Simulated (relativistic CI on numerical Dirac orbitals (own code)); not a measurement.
# Hyperfine structure of Br XI, mass number 79

Computed by Dirac-Coulomb-Breit CI, orbitals from a KLI potential per configuration, model QED, unscaled Slater integrals (own radial code, finite nucleus).

CI space (outside the closed core [Ne]): 3s2.3p6.3d7, 3s2.3p5.3d8, 3s2.3p4.3d9, 3s.3p6.3d8, 3s2.3p6.3d6.4s, 3s2.3p6.3d6.4p, 3p6.3d9, 3s2.3p6.3d6.4d, 3s2.3p6.3d5.4s2, 3s2.3p6.3d5.4s.4p, 3s2.3p6.3d6.4f, 3s2.3p6.3d6.5s, 3s2.3p6.3d5.4p2, 3s2.3p6.3d6.5p, 3s.3p5.3d9, 3s2.3p5.3d7.4s. Levels of other configurations are missing.

Nuclear spin I = 3/2, μ = 2.1046 μN, Q = 0.3087 b (tables of Stone and Pyykkö). The electronic factors are computed for point nuclear moments, without core polarisation or the Bohr-Weisskopf and QED corrections.

```tsv
Level	E (cm⁻¹)	A (MHz)	B (MHz)
3s2.3p6.3d7 4F_9/2	0.0	2500	559
3s2.3p6.3d7 4F_7/2	6540.4	2717	391
3s2.3p6.3d7 4F_5/2	10631.1	3237	296
3s2.3p6.3d7 4F_3/2	13219.9	5218	276
3s2.3p6.3d7 4P_3/2	36881.1	2029	454
3s2.3p6.3d7 4P_5/2	38551.1	1316	-765
3s2.3p6.3d7 2G_9/2	40848.0	3176	-442
3s2.3p6.3d7 4P_1/2	42153.5	-2374
```

Levels with J = 0, under 50 % of one LS term, or S terms without an open s electron are left out. Small factors come from cancelling terms and can be off by tens of per cent or more.

At this charge energies of transitions that change n are usually good to better than 1 %, and those within a shell (Δn = 0) to a few per cent. Terms inside the open d or f shell come out 10 to 20 % too wide with unscaled integrals.

Q: Give the hyperfine levels of 3s2.3p6.3d7 4F_9/2 relative to its centre of gravity.

A: With K = F(F + 1) − I(I + 1) − J(J + 1), E = AK/2 + B[¾K(K + 1) − I(I + 1)J(J + 1)]/[2I(2I − 1)J(2J − 1)]: F = 3: -20370, F = 4: -10740, F = 5: 1642, F = 6: 17020 MHz.

LS names give the leading component of a level, which can be under half, so a name can repeat, a term be missing and a line seem to break the LS rules.
